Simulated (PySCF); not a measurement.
Radial density of Si⁺ (silicon, charge +1)

LDA, [Ne] 3s2 3p1, 2P determinant. Computed with PySCF 2.14 in def2-TZVP (5s5p2d1f, 37 functions), with no relativity, point nucleus.

```tsv
r (bohr)	4πr²ρ (e/bohr)	4πr²(ρα − ρβ)
0.00214	0.09558	0.0000
0.00360	0.2607	0.0000
0.00606	0.6862	0.0000
0.0102	1.733	0.0000
0.0171	4.033	0.0001
0.0288	8.254	0.0004
0.0485	13.56	0.0018
0.0815	15.71	0.0081
0.137	11.67	0.0308
0.231	10.12	0.0749
0.388	14.27	0.0787
0.653	9.085	0.0021
1.10	2.134	0.1348
1.85	1.641	0.4563
3.11	0.5782	0.2520
5.22	0.02927	0.0196
8.79	0.0001011	0.0001
```
